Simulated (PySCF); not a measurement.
A structure optimised at B3LYP-D3(BJ)/def2-TZVP, used in a PySCF frequency run:

```xyz
6

B     -0.6141     1.0708     0.0000
H     -1.7861     1.2434     0.0000
Br     0.0458    -0.7578     0.0000
N      0.2837     2.1210     0.0000
H      1.2833     1.9968     0.0000
H     -0.0164     3.0821     0.0000
```

### Question
Write its SMILES, formula and point group.

### Answer
NBBr, BBrH3N, Cs

### Question
What are its rotational constants (standard atomic weights)?

### Answer
49.370, 3.7458, 3.4816 GHz
